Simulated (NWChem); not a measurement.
# TiHF3; SMILES [F][TiH]([F])[F]

```xyz
5

Ti     0.0000     0.0000    -0.1996
F     -0.3114    -1.6298     0.2711
F      1.5671     0.5452     0.2711
F     -1.2557     1.0846     0.2711
H      0.0000     0.0000    -1.8675
```
Atoms are numbered in this order, from 1.

Results from NWChem. Pople sets run with spherical d functions. The geometry was optimised at PBE0/def2-SVP. Ions are spin-unrestricted doublets at the neutral geometry; other ion states weren't tried. Functional: LC-ωPBE (HJS hole) with 6-31G*; rows give the range parameter ω in 1/bohr.

Task: At which range parameter does −ε(HOMO) equal the ΔSCF ionisation energy (optimal tuning)?

Result: about 0.38 per bohr, by linear interpolation in these runs:
| range parameter (1/bohr) | vertical ionisation energy, ΔSCF (eV) | −ε(HOMO) (eV) | ΔSCF minus −ε(HOMO) (eV) |
|---|---|---|---|
| 0.05 | 11.69 | 8.61 | 3.08 |
| 0.10 | 11.71 | 9.35 | 2.36 |
| 0.25 | 11.89 | 11.19 | 0.70 |
| 0.50 | 12.34 | 12.96 | -0.62 |
| 0.80 | 12.72 | 13.85 | -1.13 |
